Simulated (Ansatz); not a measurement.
CH7FGeO2Si, SMILES `[OH][GeH2][CH2][SiH](O)F`. Total charge 0; spin multiplicity 1. The structure was optimised at the PBE0-D4/def2-TZVP level. It is one conformer, not always the lowest.

```xyz
13

O     0.952   -1.660   -0.163
Ge    1.122   -0.292    1.003
C     0.178    1.153    0.111
Si   -1.393    0.595   -0.719
O    -1.114   -0.643   -1.728
F    -2.387    0.171    0.464
H     1.243   -2.508    0.177
H     2.627   -0.019    1.195
H     0.477   -0.709    2.337
H     0.849    1.584   -0.638
H    -0.041    1.930    0.848
H    -2.072    1.663   -1.482
H    -0.440   -1.263   -1.405
```

Task: What is the dipole moment at PBE/def2-TZVPP? (Estimate.)

Result: Ansatz gave: 3.28 D, with components (2.86, 0.03, 1.60) D in this frame, pointing from negative to positive charge.

Task: And with r2SCAN, B3LYP, ωB97M-V? (Best estimate.)

Result: Computed: r2SCAN 3.35 D, B3LYP 3.40 D, ωB97M-V 3.44 D.

Task: Give the Mulliken charges with PBE, B3LYP, ωB97M-V in def2-TZVPP. (Best estimate.)

Result: Ansatz gave: 
```json
{"atom": "O1", "PBE": "-0.43", "B3LYP": "-0.47", "ωB97M-V": "-0.46"}
{"atom": "Ge2", "PBE": "0.34", "B3LYP": "0.39", "ωB97M-V": "0.36"}
{"atom": "C3", "PBE": "-0.35", "B3LYP": "-0.38", "ωB97M-V": "-0.49"}
{"atom": "Si4", "PBE": "0.61", "B3LYP": "0.73", "ωB97M-V": "0.68"}
{"atom": "O5", "PBE": "-0.37", "B3LYP": "-0.41", "ωB97M-V": "-0.41"}
{"atom": "F6", "PBE": "-0.29", "B3LYP": "-0.34", "ωB97M-V": "-0.32"}
{"atom": "H7", "PBE": "0.18", "B3LYP": "0.18", "ωB97M-V": "0.17"}
{"atom": "H8", "PBE": "-0.02", "B3LYP": "-0.02", "ωB97M-V": "0.01"}
{"atom": "H9", "PBE": "-0.02", "B3LYP": "-0.02", "ωB97M-V": "0.01"}
{"atom": "H10", "PBE": "0.12", "B3LYP": "0.12", "ωB97M-V": "0.15"}
{"atom": "H11", "PBE": "0.11", "B3LYP": "0.11", "ωB97M-V": "0.14"}
{"atom": "H12", "PBE": "-0.11", "B3LYP": "-0.11", "ωB97M-V": "-0.06"}
{"atom": "H13", "PBE": "0.21", "B3LYP": "0.21", "ωB97M-V": "0.21"}
```

B3LYP here is the variant with VWN-RPA as its local correlation; programs differ in this.
